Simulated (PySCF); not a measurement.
**A survey of $^{33}$S NMR shifts**

In vacuum, one averaged value for each set of equivalent atoms, a single conformation, non-relativistic Hamiltonian. NMR shieldings at PBE0/pcSseg-1/GIAO; geometry from GFN2-xTB; PySCF 2.14.

Shieldings were converted by a linear fit to measured shifts: $^{33}$S (scatter 33.3 ppm rms vs sulfate, solution or neat liquid). Occasional misses reach two or three times the rms, and more in compound classes unlike the fitted ones.

(1) Give the $^{33}$S shifts of `C#C[C@H](CC=C)C(N)=S`, `CCS(=O)(=O)[C@H](C)OC=O`, `CNc1ccccc1S`, `O=Cc1ccc(C(=O)Cl)s1`.

(2) Match the shifts 26, -39, -340 ppm to `CSC/P=C(\C)F`, `C#CC/C=C\S(C)(=O)=O`, `C[S@@](=O)[C@H]1CC=CC1=O`.

Answers

(1) 
```
               compound           environment  δ (ppm)
   C#C[C@H](CC=C)C(N)=S         thione sulfur       -4
CCS(=O)(=O)[C@H](C)OC=O        sulfone sulfur      -10
            CNc1ccccc1S          thiol sulfur     -341
    O=Cc1ccc(C(=O)Cl)s1  aromatic ring sulfur      -70
```

(2) 26: C[S@@](=O)[C@H]1CC=CC1=O (sulfoxide sulfur); -39: C#CC/C=C\S(C)(=O)=O (sulfone sulfur); -340: CSC/P=C(\C)F (sulfide sulfur).
